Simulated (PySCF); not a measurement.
Ga(F)(Br)(Me) (CH₃BrFGa), SMILES [CH3][Ga]([F])[Br].

Coordinates come from a PBE-D3(BJ)/def2-SVP optimisation.

These are PBE-D3(BJ)/def2-SVP run with PySCF values and carry that method's errors.

Frequencies are harmonic and unscaled.

```tsv
mode	ν (cm⁻¹)	IR (km/mol)	moving atoms (share of kinetic energy)
1	25	0.1	H 98 %
2	114	1.2	C 37 %, Ga 21 %, H 20 %, Br 13 %
3	145	7.1	Ga 45 %, F 23 %, C 16 %, H 13 %
4	164	13.5	F 67 %, Br 12 %, C 9 %
5	293	35.9	Br 47 %, Ga 44 %
6	568	26.3	C 61 %, H 17 %, Ga 16 %
7	677	54.5	F 73 %, Ga 22 %
8	701	24.1	H 82 %, C 16 %
9	742	51.6	H 79 %, C 18 %
10	1163	2.0	H 81 %, C 19 %
11	1372	3.5	H 96 %
12	1377	3.1	H 95 %
13	2992	0.1	H 97 %
14	3099	0.0	H 91 %, C 9 %
15	3121	0.2	H 90 %, C 10 %
```
